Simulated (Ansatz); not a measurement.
Geometry optimisation of `C[N](C)[Cd][N](C)C`.

```yaml
crystal:
  periodic: [false, false, false]
  atoms:
    - {symbol: C, position_ang: [2.637546, -0.934197, 1.127036]}
    - {symbol: N, position_ang: [1.817104, -0.867093, -0.062526]}
    - {symbol: C, position_ang: [2.112984, -1.924772, -1.005213]}
    - {symbol: Cd, position_ang: [0.003501, 0.008033, -0.026648]}
    - {symbol: N, position_ang: [-1.757656, 0.958719, -0.250776]}
    - {symbol: C, position_ang: [-2.951672, 0.488742, 0.417161]}
    - {symbol: C, position_ang: [-1.803849, 2.374813, -0.546350]}
    - {symbol: H, position_ang: [2.522488, -1.886497, 1.710579]}
    - {symbol: H, position_ang: [3.723280, -0.861574, 0.863302]}
    - {symbol: H, position_ang: [2.417688, -0.094845, 1.819089]}
    - {symbol: H, position_ang: [3.184251, -1.879380, -1.327614]}
    - {symbol: H, position_ang: [1.954753, -2.959013, -0.598165]}
    - {symbol: H, position_ang: [1.496788, -1.833958, -1.923942]}
    - {symbol: H, position_ang: [-2.909028, -0.604739, 0.602297]}
    - {symbol: H, position_ang: [-3.151356, 0.986324, 1.403684]}
    - {symbol: H, position_ang: [-3.857825, 0.676037, -0.213349]}
    - {symbol: H, position_ang: [-0.893856, 2.706304, -1.088596]}
    - {symbol: H, position_ang: [-1.908983, 3.028793, 0.360076]}
    - {symbol: H, position_ang: [-2.678058, 2.613702, -1.203846]}
basis:
  gaussian: {orbitals: def2-TZVP}
hamiltonian: {xc: pbe0, dispersion: d4}
relax: {f_tol: 0.005, max_steps: 150}
```

```sh
$ ansatz run in.yaml --threads 2 --pin off --events-out ev --progress --plain --max-ram 32768MiB --backend cuda --devices 0, --max-vram 18GiB
```

Output, abridged:

```
Functional definition: PBE0
mean field -11881.28521398 eV, -436.6291781893 hartree, gradient 2.1e-5 eV, S^2 0.000000; 0 other end points of the search recorded, 0 dependent functions left out
relax step   1: F+E_penalty+E_count = -11881.63197885 eV  Δ(F+E_penalty+E_count) = +0.000e0 eV  max|allowed force component| = 5.322e-1 eV/Å  Δτ_max = 0.0000 Å  (32 SCF iters, accepted)
mean field -11881.35281861 eV, -436.6316626137 hartree, gradient 1.1e-5 eV, S^2 0.000000; 0 other end points of the search recorded, 0 dependent functions left out
relax step   2: F+E_penalty+E_count = -11881.70191441 eV  Δ(F+E_penalty+E_count) = -6.994e-2 eV  max|allowed force component| = 1.673e-1 eV/Å  Δτ_max = 0.0470 Å  (32 SCF iters, accepted)
mean field -11881.35856678 eV, -436.6318738549 hartree, gradient 1.0e-5 eV, S^2 0.000000; 0 other end points of the search recorded, 0 dependent functions left out
relax step   3: F+E_penalty+E_count = -11881.70817631 eV  Δ(F+E_penalty+E_count) = -6.262e-3 eV  max|allowed force component| = 1.493e-2 eV/Å  Δτ_max = 0.0158 Å  (33 SCF iters, accepted)
mean field -11881.35876758 eV, -436.6318812344 hartree, gradient 9.1e-6 eV, S^2 0.000000; 0 other end points of the search recorded, 0 dependent functions left out
relax step   4: F+E_penalty+E_count = -11881.70836735 eV  Δ(F+E_penalty+E_count) = -1.910e-4 eV  max|allowed force component| = 5.880e-3 eV/Å  Δτ_max = 0.0123 Å  (32 SCF iters, accepted)
mean field -11881.35883944 eV, -436.6318838753 hartree, gradient 9.8e-6 eV, S^2 0.000000; 0 other end points of the search recorded, 0 dependent functions left out
relax step   5: F+E_penalty+E_count = -11881.70848298 eV  Δ(F+E_penalty+E_count) = -1.156e-4 eV  max|allowed force component| = 1.072e-2 eV/Å  Δτ_max = 0.0180 Å  (32 SCF iters, accepted)
mean field -11881.35884273 eV, -436.6318839960 hartree, gradient 9.1e-6 eV, S^2 0.000000; 0 other end points of the search recorded, 0 dependent functions left out
relax step   6: F+E_penalty+E_count = -11881.70850845 eV  Δ(F+E_penalty+E_count) = -2.547e-5 eV  max|allowed force component| = 6.470e-3 eV/Å  Δτ_max = 0.0068 Å  (33 SCF iters, accepted)
mean field -11881.35883458 eV, -436.6318836966 hartree, gradient 9.2e-6 eV, S^2 0.000000; 0 other end points of the search recorded, 0 dependent functions left out
relax step   7: F+E_penalty+E_count = -11881.70852280 eV  Δ(F+E_penalty+E_count) = -1.435e-5 eV  max|allowed force component| = 2.376e-3 eV/Å  Δτ_max = 0.0077 Å  (33 SCF iters, accepted)
mean field -11881.35883458 eV, -436.6318836966 hartree, gradient 9.1e-6 eV, S^2 0.000000; 1 other end points of the search recorded, 0 dependent functions left out
Total energy: -11881.70857086 eV, -436.6447362678 hartree
Atom 0 at     2.596397    -0.932924     1.121377 Å, force     0.000987    -0.001092     0.001270 eV/Å
Atom 1 at     1.813091    -0.841958    -0.081203 Å, force    -0.000156     0.002236     0.000885 eV/Å
Atom 2 at     2.118828    -1.906679    -0.998939 Å, force    -0.000071    -0.002165    -0.000861 eV/Å
Atom 3 at     0.013637     0.022623    -0.075807 Å, force     0.000052     0.000023    -0.000579 eV/Å
Atom 4 at    -1.744284     0.947068    -0.277537 Å, force     0.000041    -0.002376    -0.000359 eV/Å
Atom 5 at    -2.910399     0.485936     0.426443 Å, force    -0.001371     0.000394     0.001223 eV/Å
Atom 6 at    -1.810403     2.357376    -0.553229 Å, force     0.000087     0.002292     0.000495 eV/Å
Atom 7 at     2.430697    -1.866574     1.687837 Å, force     0.000160     0.000154    -0.000377 eV/Å
Atom 8 at     3.672024    -0.897125     0.884358 Å, force    -0.000120    -0.000152    -0.000347 eV/Å
Atom 9 at     2.388972    -0.097999     1.795888 Å, force    -0.000088     0.000026    -0.000009 eV/Å
Atom 10 at     3.186698    -1.886618    -1.270519 Å, force    -0.000087     0.000454     0.000263 eV/Å
Atom 11 at     1.917462    -2.913362    -0.591480 Å, force     0.000170     0.000448    -0.000285 eV/Å
Atom 12 at     1.550499    -1.808103    -1.927603 Å, force    -0.000014     0.000335    -0.000005 eV/Å
Atom 13 at    -2.872432    -0.593387     0.595886 Å, force     0.000090    -0.000017     0.000009 eV/Å
Atom 14 at    -3.055505     0.971313     1.407967 Å, force    -0.000004     0.000090    -0.000426 eV/Å
Atom 15 at    -3.820510     0.688862    -0.160881 Å, force     0.000246     0.000310    -0.000186 eV/Å
Atom 16 at    -0.940932     2.693135    -1.124556 Å, force     0.000064    -0.000261    -0.000180 eV/Å
Atom 17 at    -1.873121     2.983142     0.354770 Å, force    -0.000023    -0.000194    -0.000519 eV/Å
Atom 18 at    -2.702621     2.590674    -1.156572 Å, force     0.000038    -0.000505    -0.000011 eV/Å
Dipole moment:    -0.018442    -0.026560     0.091843 e Å
```

It took 44 s on 2 threads of an AMD EPYC 7R13 on a shared host and a share of an NVIDIA H100 80 GB, with 0.95 GiB of host memory at the peak.
